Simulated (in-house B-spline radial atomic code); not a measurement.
BHandHLYP excitations of W VII (W6+)

Method: BHandHLYP. Computed with a B-spline radial code for spherical atoms: linear response of the closed shell [Xe] 4f14 with the functional's adiabatic kernel; scalar-relativistic (spin-free one-electron X2C), finite nucleus, no spin-orbit coupling, no double excitations, S, P, D and F terms only; shells from n = 3 respond. Only terms of natural parity with L up to 3 were computed.

Spin-orbit coupling is strong here, so these LS terms don't match observed levels.

Command:
```bash
python run_td.py task.json out
```
Settings (radii: box in bohr, nucleus in fm):
```
Z                        74
electrons                68
configuration            [Xe] 4f14
hamiltonian              x2c
method                   bhandhlyp
box_radius               14.35
rms_radius               5.3658
intervals                69
```

Cost of the run: 4 s on 1 thread of Intel(R) Xeon(R) Platinum 8559C (Emerald Rapids), on a shared host.

The lowest states, in the order of their Tamm-Dancoff energies; the method's threshold (minus the highest occupied level) is 118.18 eV. Labels give the largest channel, * marks a mixed state, and oscillator strengths are full-response dipole values. Semilocal kernels can invert the small singlet-triplet splittings of Rydberg terms. Energies in eV:

```json
{"state": "4f → 5d 3P", "full response": "39.37", "Tamm-Dancoff": "39.46", "oscillator strength": "-"}
{"state": "4f → 5d 3F", "full response": "40.47", "Tamm-Dancoff": "40.53", "oscillator strength": "-"}
{"state": "4f → 5d 1F", "full response": "41.37", "Tamm-Dancoff": "41.38", "oscillator strength": "-"}
{"state": "4f → 5d 1P", "full response": "?", "Tamm-Dancoff": "?", "oscillator strength": "?"}
{"state": "5p → 5d 3P", "full response": "43.10", "Tamm-Dancoff": "43.17", "oscillator strength": "-"}
{"state": "5p → 5d 3F", "full response": "43.76", "Tamm-Dancoff": "43.90", "oscillator strength": "-"}
{"state": "5p → 5d 1F", "full response": "?", "Tamm-Dancoff": "?", "oscillator strength": "-"}
{"state": "4f → 6s 3F", "full response": "53.23", "Tamm-Dancoff": "53.24", "oscillator strength": "-"}
{"state": "4f → 6s 1F", "full response": "53.44", "Tamm-Dancoff": "53.45", "oscillator strength": "-"}
{"state": "5p → 5d 1P", "full response": "54.38", "Tamm-Dancoff": "56.03", "oscillator strength": "5.08"}
{"state": "5p → 6s 3P", "full response": "56.54", "Tamm-Dancoff": "56.55", "oscillator strength": "-"}
{"state": "5p → 6s 1P", "full response": "57.51", "Tamm-Dancoff": "57.63", "oscillator strength": "1.64"}
{"state": "4f → 6p 3D", "full response": "63.99", "Tamm-Dancoff": "64.00", "oscillator strength": "-"}
{"state": "4f → 6p 1D", "full response": "64.41", "Tamm-Dancoff": "64.43", "oscillator strength": "-"}
{"state": "5p → 6p 3S", "full response": "66.51", "Tamm-Dancoff": "66.53", "oscillator strength": "-"}
{"state": "5p → 6p 3D", "full response": "67.38", "Tamm-Dancoff": "67.39", "oscillator strength": "-"}
{"state": "5p → 6p 1D", "full response": "67.97", "Tamm-Dancoff": "67.98", "oscillator strength": "-"}
{"state": "5p → 6p 1S", "full response": "69.86", "Tamm-Dancoff": "69.98", "oscillator strength": "-"}
{"state": "4f → 5f 3S", "full response": "76.85", "Tamm-Dancoff": "76.87", "oscillator strength": "-"}
{"state": "4f → 5f 3D", "full response": "77.34", "Tamm-Dancoff": "77.35", "oscillator strength": "-"}
{"state": "4f → 5f 1D", "full response": "77.91", "Tamm-Dancoff": "77.92", "oscillator strength": "-"}
{"state": "4f → 6d 3P", "full response": "78.78", "Tamm-Dancoff": "78.79", "oscillator strength": "-"}
```

Task: Where does 5p → 5d 1F lie?

Result: At 46.27 eV in full response, 46.30 eV in Tamm-Dancoff.

Task: Where does 4f → 5d 1P lie?

Result: At 41.93 eV in full response, 42.10 eV in Tamm-Dancoff, oscillator strength 0.0185.

Task: How large is the singlet-triplet splitting of 4f → 5d (F terms) in Tamm-Dancoff?

Result: 0.848 eV, from the unrounded values.

Task: What polarisabilities and dispersion coefficient does the method give?

Result: Dipole 2.033 bohr³, quadrupole 2.572 bohr⁵, C6 7.673 hartree·bohr⁶ for two such species.
